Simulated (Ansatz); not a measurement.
CH4F2OSi can be A, `OC[SiH](F)F`, or B, `O[SiH2]C(F)F`.

Gas-phase electronic energies from Ansatz, PBE0-D4/def2-TZVP geometries. CCSD(T)/CBS adds triple-zeta CCSD(T) − MP2 to the extrapolated MP2 energy (def2 sets, frozen cores). DFT in def2-TZVPP. B3LYP here is the variant with VWN-RPA as its local correlation; programs differ in this. One conformer a species, not always the lowest.

(1) Which isomer does CCSD(T)/CBS put lower? Give the gap. (Best estimate.)

(2) Give E(B) − E(A) in kJ/mol with CCSD(T)/def2-TZVPP, PBE0-D4, ωB97M-V, r2SCAN-D4, CCSD/def2-TZVPP, B2PLYP, B3LYP. (Best estimate.)

Largest T1 diagnostic: 0.012.

## Answers

(1) The calculation gave: A, by 260.1 kJ/mol.

(2) The calculation gave: CCSD(T)/def2-TZVPP 254.6, PBE0-D4 245.0, ωB97M-V 248.9, r2SCAN-D4 249.1, CCSD/def2-TZVPP 256.3, B2PLYP 253.3, B3LYP 246.0. None reverses the order clearly.

From PBE to PBE0 (25 % exact exchange), in def2-TZVPP and without D4, E(B) − E(A) moves by +8.2 kJ/mol.
